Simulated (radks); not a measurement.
Ionisation of the thallium ion Tl3+, [Xe] 4f14 5d10, to [Xe] 4f14 5d9 as the strength of local exchange is varied. Calculated with a radial shooting solver on a logarithmic mesh with Libxc functionals: Dirac Kohn-Sham, Slater X-alpha exchange (alpha = 2/3 is LDA exchange), no correlation, spin-unpolarised, spherical densities, finite nucleus; Fermi nuclear charge, rms radius 5.4759 fm.

alpha  E(Tl3+) (hartree)  exchange (hartree)  IE (eV)  -e of the level emptied (eV)  <r> of it (bohr)
0.579        -20214.5833           -313.1643   48.306                40.084 (5d5/2)             1.387
0.601        -20226.4861           -325.2623   48.818                40.562 (5d5/2)             1.382
0.608        -20230.2748           -329.1147   48.982                40.715 (5d5/2)             1.381
0.667        -20262.2381           -361.6433   50.374                42.015 (5d5/2)             1.368
0.669        -20263.3225           -362.7478   50.422                42.060 (5d5/2)             1.367
0.774        -20320.3389           -420.9024   52.957                44.435 (5d5/2)             1.345
0.813        -20341.5586           -442.5868   53.918                45.337 (5d5/2)             1.337
0.921        -20400.4399           -502.8738   56.630                47.889 (5d5/2)             1.315

NIST Atomic Spectra Database: 51.14 eV (measured). The Delta-SCF value meets it near alpha = 0.70. Spin polarisation and multiplet splitting are left out, so open shells lie too high by an amount that depends on their filling. Sharing an open shell by 2j + 1 raises it above the true ground level by a part of the spin-orbit splitting, which enters the differences from NIST.

Beside tabulated values, note that spin-unpolarised runs miss the spin-polarisation part of the exchange energy of open shells.
